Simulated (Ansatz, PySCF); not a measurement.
Pulling on the Si1–H3 bond in H2Si2 (SMILES [Si]=[SiH2]) (multiplicity 1 held, fragments rigid). Energies count from the point at 1.483 Å.
Geometry at that point (charge 0, multiplicity 1):
```xyz
4

Si    -0.953     0.069     0.177
Si     1.205    -0.087    -0.224
H     -1.790     1.221    -0.237
H     -1.738    -0.966     0.893
```

Restricted levels (R-, RO-) in cc, def2 and unpolarised 6-31G sets keep to the state of the molecule at rest. U- levels take the lowest unrestricted solution at each point, which mixes spins at long bonds. Levels need not reach the same state.

Correlated levels freeze the cores. Rows in 3-21G carry no dispersion term and start afresh at each structure.

The values were computed with Ansatz (Gaussian basis) for Hartree–Fock, density functionals and correlated methods; PySCF for 3-21G rows. Each number belongs to the level named beside it.

Energies in kcal/mol.

```csv
R (Å),R-HF/3-21G,R-PBE/cc-pV(T+d)Z,U-B3LYP/cc-pV(T+d)Z,U-wB97X-V/cc-pV(T+d)Z,U-MP2/cc-pV(T+d)Z,R-CCSD(T)/cc-pV(T+d)Z
1.187,31.2,30.4,28.6,29.2,28.6,29.1
1.335,6.2,6.5,5.6,5.7,5.3,5.7
1.483,0.0,0.0,0.0,0.0,0.0,0.0
1.632,3.8,2.7,3.6,3.8,4.2,3.6
1.780,12.5,10.0,11.6,12.4,13.3,11.8
2.003,29.3,24.2,26.9,29.1,31.9,27.2
2.225,47.5,38.8,42.4,46.8,51.6,42.2
2.596,76.4,59.7,63.3,69.8,70.8,61.6
2.967,101.3,75.1,72.7,78.4,76.2,71.6
3.412,125.0,87.4,76.5,80.7,78.3,73.6
4.005,147.6,96.6,77.3,80.9,79.0,69.0
4.747,164.7,102.0,77.5,80.8,75.6,63.6
```

Doubts at one or more of the structures used: a restricted determinant that unrestricted orbitals would lower (R-HF/3-21G, R-PBE/cc-pV(T+d)Z, R-CCSD(T)/cc-pV(T+d)Z); a spin-contaminated determinant (U-B3LYP/cc-pV(T+d)Z, U-wB97X-V/cc-pV(T+d)Z, U-MP2/cc-pV(T+d)Z); T1 above 0.05 (R-CCSD(T)/cc-pV(T+d)Z); other coupled-cluster roots lie near (R-CCSD(T)/cc-pV(T+d)Z).

Ansatz is a quantum-chemistry and plane-wave program.
